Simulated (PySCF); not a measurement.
Atom-mapped SMILES (the numbers label the heavy atoms): `[F:1][Si@H:2]1[SiH2:3][CH2:4][N:5]1[CH:6]1[CH2:7][CH2:8]1` (H(Xn): hydrogen on atom n). Ha(Si3), Ha(C4) are cis to F1 on the ring; Ha(C7), Ha(C8) are cis to N5 on the ring; Hb(Si3), Hb(C4) are trans to F1 on the ring; Hb(C7), Hb(C8) are trans to N5 on the ring.

Computational details: PBE0/pcSseg-1 with gauge-including orbitals, geometry from GFN2-xTB, in PySCF 2.14.0 with density-fitted response routines (no solvent model, non-relativistic Hamiltonian, single conformer).

δ = σ(ref) − σ, references computed at the same level: ¹³C (σref 186.93) and ¹H (σref 31.72) and ²⁹Si (σref 349.16) against TMS; ¹⁹F (σref 170.95) against CFCl3; ¹⁵N (σref 267.73) against NH3.

| atoms | nucleus | count | Hirshfeld charge | δ (ppm) |
| --- | --- | --- | --- | --- |
| N5 | ¹⁵N | 1 | -0.17 | 99.3 |
| Hb(C7) | ¹H | 1 | 0.05 | 0.81 |
| Si3 | ²⁹Si | 1 | 0.25 | ? |
| H(C6) | ¹H | 1 | 0.05 | 2.14 |
| C8 | ¹³C | 1 | -0.10 | ? |
| Hb(Si3) | ¹H | 1 | -0.08 | 4.18 |
| H(Si2) | ¹H | 1 | -0.08 | 5.60 |
| C7 | ¹³C | 1 | -0.09 | 8.4 |
| Ha(C8) | ¹H | 1 | 0.04 | 0.23 |
| F1 | ¹⁹F | 1 | -0.22 | ? |
| Ha(Si3) | ¹H | 1 | -0.07 | 4.45 |
| Hb(C8) | ¹H | 1 | 0.05 | 0.53 |
| Ha(C7) | ¹H | 1 | 0.05 | 0.47 |
| C6 | ¹³C | 1 | 0.00 | 37.0 |
| Ha(C4) | ¹H | 1 | 0.03 | ? |
| Si2 | ²⁹Si | 1 | 0.36 | ? |
| Hb(C4) | ¹H | 1 | 0.03 | 2.95 |
| C4 | ¹³C | 1 | -0.11 | ? |

**Question.** Fill in the missing shifts.

**Answer.** 
- C4: 37.2 ppm, sp3 CH2 bonded to N and Si; the inductive effect lowers its shielding
- C8: 10.3 ppm, three-membered-ring carbon; carbons of three-membered rings are unusually shielded
- Ha(C4): 3.00 ppm, hydrogen on an sp3 CH2 bonded to N and Si; its carbon carries N, hence the downfield position
- F1: -147.8 ppm, fluorine bonded to Si
- Si2: -5.8 ppm, silicon bonded to F, N, Si, H, in a 4-membered ring
- Si3: -62.2 ppm, silicon bonded to C, Si, 2 H, in a 4-membered ring

Shifts are as computed. Against solution values, carbons near 30 ppm lie about +3 ppm off and those near 130 ppm about +5 ppm. Of 1211 compounds with measured shifts, 218 miss one by over three times the rms of a fit or turn the order of signals round; such compounds aren't used in these exercises. Unscaled 19F shifts against computed CFCl3 carry errors that often reach 10 to 50 ppm. Experimental scales use liquid or dissolved standards, which lie at an offset from isolated NH3 (liquid NH3: subtract about 20 ppm).
